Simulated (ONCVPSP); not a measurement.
Potentials for Mn compared

Generated with ld1.x 7.5 (TM, RRKJ, ultrasoft, PAW), atompaw 4.2 or ONCVPSP 4.0.1. The cutoff is in Ry: for ld1.x and atompaw files where the sum of valence levels is converged to 10 mRy in a Bessel basis, for ONCV files where the hardest occupied wave has 1 mHa per electron of residual kinetic energy. The error is the largest all-electron minus pseudo excitation energy over each file’s own four to seven test configurations (ionisations up to +4, promotions, holes and added fractions of an electron), all of which were solved. The labels leave out finer settings (local radius, basis sizes, second energies), which also bear on the numbers. Spin-polarised tests are not counted. The rows are a selection from randomly drawn settings: files with unsolved tests, undetermined cutoffs or missed reference levels are left out.

A true bound ghost makes a file unfit for plane-wave use even where its test errors are small: the radial tests pick states by their node count and pass the ghost by.

```csv
potential,cutoff (Ry),largest error (meV),bound ghosts
"ONCV, LDA (Perdew-Wang 92), scalar-relativistic, rc 1.55/0.85/1.55 (spd), local smoothed, core correction yes, reference 3s2 3p6 3d5 4s2, qcut 9.4/11.4/12.2, projectors 2/1/3",96,+25,none
"ONCV, LDA (Perdew-Wang 92), fully relativistic, rc 1.65/1.20/1.75 (spd), local smoothed, core correction yes, reference 3s2 3p6 3d5.5 4s1.5, qcut 6.5/10.5/10, projectors 2/2/2",75,+6.4,none
"ONCV, LDA (Perdew-Zunger), fully relativistic, rc 2.10/0.85/0.85 (spd), local d, core correction no, reference 3s2 3p6 3d5 4s2, qcut 7/9.1/10.3, projectors 2/2/0",798,-9.8,s
"ONCV, PBEsol, scalar-relativistic, rc 1.10/0.95/1.65 (spd), local smoothed, core correction yes, reference 3s2 3p6 3d4, qcut 13.2/7.2/8.7, projectors 1/2/2",105,+405,none
"ONCV, PBE, scalar-relativistic, rc 1.25/1.80/1.25 (spd), local smoothed, core correction no, reference 3s2 3p6 3d5 4s1.5 4p0.5, qcut 7.5/9.7/13.2, projectors 3/3/2",122,+0.6,none
```

Fill in the row for Mn: ONCV, PBEsol, scalar-relativistic, rc 1.70/1.25/1.85 (spd), local smoothed, core correction yes, reference 3s2 3p6 3d5 4s0.5, qcut 6.5/11.4/6.8, projectors 2/2/2.

cutoff 61 Ry, largest error +6.8 meV, bound ghosts: none.
